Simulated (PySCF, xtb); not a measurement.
C₂H₅NO₂Si, SMILES N1=C[Si@H](OC1)O.

xtb 6.7.1 with GFN2-xTB at its own geometry gives an orbital gap of 3.07 eV and a dipole moment of 1.08 D.

The structure is a stationary point at B3LYP-D3(BJ)/def2-SVP. The structure was generated by enumeration; whether it is a known compound was not checked. Other conformers were not sampled.

Question: What does PBE/def2-TZVP (PySCF) give? (The exact figures need the calculation; the answer reports its results.)

Answer: gap 3.85 eV (levels -6.04 and -2.18 eV), dipole 0.92 D.
